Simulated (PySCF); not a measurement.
H4STi, multiplicity 1.

```xyz
6

Ti    -0.0018    -0.8658     0.0000
H      1.6197    -1.3502     0.0000
H     -0.7961    -1.4392     1.3725
H     -0.7961    -1.4392    -1.3725
S     -0.0785     1.3765     0.0000
H      1.2683     1.2524     0.0000
```
Charge 0, spin multiplicity 1.

Geometry: ωB97X-D3(BJ)/def2-TZVP. The spin state was assumed, not searched.

The numbers are results of B3LYP/pcSseg-2 in PySCF, not measurements. Non-relativistic, no solvent.

Computed absolute GIAO shielding of each atom: isotropic value and principal components (ppm):
```csv
atom,σ(iso),σ11,σ22,σ33,span
Ti1,-2468.0,-2869.6,-2290.8,-2243.6,626.0
H2,20.2,-14.9,35.8,39.9,54.8
H3,22.1,-11.9,38.2,40.0,51.9
H4,22.1,-11.9,38.2,40.0,51.9
S5,-150.2,-1186.3,-100.9,836.7,2023.0
H6,25.3,8.6,30.0,37.3,28.7
```
